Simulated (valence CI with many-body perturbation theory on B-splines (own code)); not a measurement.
Ho LIII: electric-dipole lines

Method: relativistic CI+MBPT: five valence electrons over a frozen Dirac-Fock core [Ne], radial functions for each j: 9 s, 9 p, 8 d, 6 f, 3 g, 1 h, with the one-electron correlation potential Σ1, the two-electron term Σ2, the three-electron term Σ3, Breit, model QED; selected CI, second order for the rest (own B-spline code, finite nucleus).

No measured spectrum was set against this ion. As an estimate, large intervals hold to a few tenths of a per cent, small ones and those within an open d or f shell to about a per cent. Among the levels kept, up to 600 cm⁻¹ of a level comes from second order outside the variational space, and about a tenth of that is noise between levels of different J, which matters for small intervals.

Lines 101 to 150 of 217 in falling wavelength, among levels below 50.249 Ry, chosen from the strongest by gf and those to the six lowest levels. Wavelengths and rates use the calculated energies. Electric multipoles are in the length gauge, E1 and E2 with the static RPA response of the core. Weak lines are less certain than strong ones. Lines between different terms over intervals too small for the method are left out, as are lines whose strength nearly cancels. The highest levels of a list are the least certain.

Levels are named by their leading jj configuration (3d3/2^4 stands for four electrons in 3d with j = 3/2), which in mixed levels can hold well under half, so a name can repeat and another be missing. Letters in brackets count levels of one name in rising energy.

```tsv
λ vac (Å)	Upper	Lower	A (s⁻¹)	S (a.u.)
52.91	(3s^2 3p1/2 3p3/2 3d3/2) J=3/2 [b]	(3s^2 3p1/2 3p3/2^2) J=5/2	7.39e+08	2.16e-04
52.38	(3s^2 3p1/2 3p3/2 3d5/2) J=3/2 [a]	(3s^2 3p1/2 3p3/2^2) J=1/2	9.24e+08	2.62e-04
52.38	(3s 3p1/2^2 3p3/2 3d5/2) J=5/2 [a]	(3s 3p1/2^2 3p3/2^2) J=3/2	2.70e+09	1.15e-03
52.35	(3s^2 3p1/2 3p3/2 3d3/2) J=5/2 [b]	(3s^2 3p1/2 3p3/2^2) J=3/2	1.17e+09	4.95e-04
51.51	(3s^2 3p1/2 3p3/2 3d5/2) J=7/2 [a]	(3s^2 3p1/2 3p3/2^2) J=5/2	6.50e+08	3.51e-04
51.29	(3s^2 3p3/2^3) J=3/2	(3s^2 3p1/2^2 3d3/2) J=3/2	2.62e+07	6.97e-06
50.66	(3s 3p1/2^2 3p3/2 3d5/2) J=3/2 [a]	(3s 3p1/2^2 3p3/2^2) J=1/2	1.14e+10	2.92e-03
50.62	(3s^2 3p1/2 3p3/2 3d3/2) J=3/2 [b]	(3s^2 3p1/2 3p3/2^2) J=3/2	3.93e+07	1.01e-05
50.62	(3s^2 3p1/2 3p3/2 3d3/2) J=1/2 [b]	(3s^2 3p1/2 3p3/2^2) J=3/2	5.61e+09	7.18e-04
50.60	(3s 3p1/2^2 3p3/2 3d5/2) J=5/2 [b]	(3s^2 3p1/2 3p3/2 3d3/2) J=3/2 [a]	3.47e+09	1.33e-03
50.51	(3s 3p1/2^2 3p3/2 3d5/2) J=3/2 [a]	(3s 3p1/2^2 3p3/2^2) J=3/2	3.36e+10	8.55e-03
49.56	(3s^2 3p1/2 3p3/2 3d5/2) J=3/2 [a]	(3s^2 3p1/2 3p3/2^2) J=5/2	1.07e+10	2.57e-03
48.86	(3s^2 3p1/2 3p3/2 3d5/2) J=5/2 [a]	(3s^2 3p1/2 3p3/2^2) J=5/2	5.29e+10	1.83e-02
48.47	(3s^2 3p1/2 3d3/2 3d5/2) J=7/2	(3s^2 3p1/2 3p3/2 3d3/2) J=7/2	2.99e+10	1.34e-02
47.82	(3s^2 3p1/2 3d3/2 3d5/2) J=5/2	(3s^2 3p1/2 3p3/2 3d3/2) J=7/2	1.28e+10	4.14e-03
47.55	(3s^2 3p1/2 3p3/2 3d5/2) J=3/2 [a]	(3s^2 3p1/2 3p3/2^2) J=3/2	8.28e+10	1.76e-02
47.07	(3s 3p1/2^2 3p3/2 3d5/2) J=5/2 [a]	(3s 3p1/2^2 3p3/2^2) J=5/2	9.60e+10	2.97e-02
47.07	(3s^2 3p1/2^2 3d5/2) J=5/2	(3s^2 3p1/2^2 3p3/2) J=3/2	1.32e+11	4.06e-02
46.90	(3s^2 3p1/2 3p3/2 3d5/2) J=5/2 [a]	(3s^2 3p1/2 3p3/2^2) J=3/2	2.73e+10	8.34e-03
46.63	(3s 3p1/2^2 3p3/2 3d5/2) J=1/2	(3s 3p1/2^2 3p3/2^2) J=1/2	1.89e+11	1.90e-02
46.51	(3s 3p1/2^2 3p3/2 3d5/2) J=1/2	(3s 3p1/2^2 3p3/2^2) J=3/2	1.76e+10	1.74e-03
46.50	(3s^2 3p1/2 3d3/2 3d5/2) J=7/2	(3s^2 3p1/2 3p3/2 3d3/2) J=5/2 [a]	1.26e+11	5.01e-02
46.35	(3s^2 3p1/2 3d3/2 3d5/2) J=5/2	(3s^2 3p1/2 3p3/2 3d3/2) J=3/2 [a]	9.48e+10	2.79e-02
46.29	(3s^2 3p1/2 3p3/2 3d5/2) J=3/2 [b]	(3s^2 3p1/2 3p3/2^2) J=1/2	1.62e+11	3.17e-02
45.91	(3s^2 3p1/2 3d3/2 3d5/2) J=5/2	(3s^2 3p1/2 3p3/2 3d3/2) J=5/2 [a]	7.97e+10	2.28e-02
45.73	(3s 3p1/2^2 3p3/2 3d5/2) J=7/2 [a]	(3s 3p1/2^2 3p3/2^2) J=5/2	1.77e+11	6.67e-02
45.72	(3s^2 3p1/2 3p3/2 3d5/2) J=1/2	(3s^2 3p1/2 3p3/2^2) J=1/2	2.56e+11	2.42e-02
45.65	(3s 3p1/2^2 3p3/2 3d5/2) J=5/2 [b]	(3s 3p1/2^2 3p3/2^2) J=3/2	2.80e+11	7.88e-02
45.55	(3s 3p1/2^2 3p3/2 3d5/2) J=3/2 [b]	(3s 3p1/2^2 3p3/2^2) J=1/2	1.15e+11	2.14e-02
45.55	(3s 3p1/2^2 3p3/2 3d5/2) J=3/2 [a]	(3s 3p1/2^2 3p3/2^2) J=5/2	3.07e+10	5.73e-03
45.43	(3s 3p1/2^2 3p3/2 3d5/2) J=3/2 [b]	(3s 3p1/2^2 3p3/2^2) J=3/2	2.38e+10	4.40e-03
45.30	(3s^2 3p1/2 3p3/2 3d5/2) J=7/2 [b]	(3s^2 3p1/2 3p3/2^2) J=5/2	3.04e+11	1.12e-01
45.28	(3s^2 3p1/2 3p3/2 3d5/2) J=5/2 [b]	(3s^2 3p1/2 3p3/2^2) J=5/2	7.25e+10	1.99e-02
44.75	(3s^2 3p1/2 3d3/2^2) J=3/2	(3s 3p1/2^2 3p3/2^2) J=1/2	1.51e+10	2.67e-03
44.08	(3s^2 3p1/2 3p3/2 3d5/2) J=3/2 [b]	(3s^2 3p1/2 3p3/2^2) J=5/2	5.08e+10	8.58e-03
43.59	(3s^2 3p1/2 3p3/2 3d5/2) J=5/2 [b]	(3s^2 3p1/2 3p3/2^2) J=3/2	4.37e+11	1.07e-01
43.30	(3s 3p1/2^2 3p3/2 3d5/2) J=7/2 [b]	(3s 3p1/2^2 3p3/2^2) J=5/2	1.16e+11	3.71e-02
42.48	(3s^2 3p1/2 3p3/2 3d5/2) J=3/2 [b]	(3s^2 3p1/2 3p3/2^2) J=3/2	2.71e+08	4.10e-05
42.44	(3s 3p1/2^2 3p3/2 3d3/2) J=5/2 [a]	(3s^2 3p1/2^2 3d5/2) J=5/2	1.77e+08	4.00e-05
42.16	(3s^2 3p1/2 3d3/2 3d5/2) J=5/2	(3s 3p1/2^2 3p3/2^2) J=3/2	5.83e+09	1.29e-03
42.15	(3s 3p1/2^2 3p3/2 3d3/2) J=3/2 [a]	(3s^2 3p1/2^2 3d5/2) J=5/2	1.98e+08	2.93e-05
42.00	(3s^2 3p1/2 3p3/2 3d5/2) J=1/2	(3s^2 3p1/2 3p3/2^2) J=3/2	6.14e+10	4.49e-03
41.56	(3s 3p1/2^2 3p3/2 3d5/2) J=5/2 [b]	(3s 3p1/2^2 3p3/2^2) J=5/2	2.72e+10	5.77e-03
41.38	(3s 3p1/2^2 3p3/2 3d5/2) J=3/2 [b]	(3s 3p1/2^2 3p3/2^2) J=5/2	1.85e+10	2.58e-03
41.22	(3s 3p1/2^2 3p3/2 3d3/2) J=7/2	(3s^2 3p1/2^2 3d5/2) J=5/2	7.82e+09	2.16e-03
40.72	(3s^2 3p1/2 3d3/2^2) J=3/2	(3s 3p1/2^2 3p3/2^2) J=5/2	5.53e+09	7.37e-04
39.10	(3s 3p1/2^2 3p3/2 3d3/2) J=3/2 [b]	(3s^2 3p1/2^2 3d5/2) J=5/2	4.28e+09	5.05e-04
39.07	(3s^2 3p1/2 3d3/2 3d5/2) J=7/2	(3s 3p1/2^2 3p3/2^2) J=5/2	6.91e+09	1.63e-03
37.71	(3s 3p1/2^2 3p3/2 3d3/2) J=5/2 [b]	(3s^2 3p1/2^2 3d5/2) J=5/2	4.55e+09	7.22e-04
35.84	(3s 3p1/2 3p3/2^3) J=3/2 [a]	(3s^2 3p1/2 3p3/2^2) J=1/2	1.68e+10	1.52e-03
```
